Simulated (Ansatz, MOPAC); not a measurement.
Noncovalent pair: GeH4 (SMILES [GeH4]) (first 5 atoms) with GeH4 (SMILES [GeH4]); geometry from B3LYP-D3(BJ)/def2-TZVP, rigid monomers moved along the line of their centres of mass till Ge1···Ge6 is 4.71 Å.
(charge 0, multiplicity 1):
```xyz
10

Ge     0.1062     0.0277     0.0037
H     -0.2452     1.4544     0.4496
H     -1.0035    -0.9338     0.4526
H      1.4344    -0.3935     0.6489
H      0.2396    -0.0169    -1.5257
Ge    -0.1381    -0.0361     4.7102
H      0.2710    -1.4395     4.2407
H     -1.4799     0.3437     4.0674
H      0.9340     0.9765     4.2825
H     -0.2781    -0.0240     6.2396
```

Interaction energies are E(AB) − E(A) − E(B) at the monomers' geometry in the complex; basis-set methods are counterpoise corrected.

The state that PM3, PM7 reach isn't checked; PM7 holds dispersion and hydrogen-bond terms.

Programs: Ansatz (an electronic-structure program) with Gaussian orbitals; MOPAC for PM3, PM7 (differences of heats of formation). 

Task: One of these levels gives -1.1 kJ/mol for the interaction energy. Name it.
A. PM7
B. PM3
C. r2SCAN/def2-TZVPPD

Result: C, r2SCAN/def2-TZVPPD. The others give 1.3 (PM3), -3.0 (PM7)
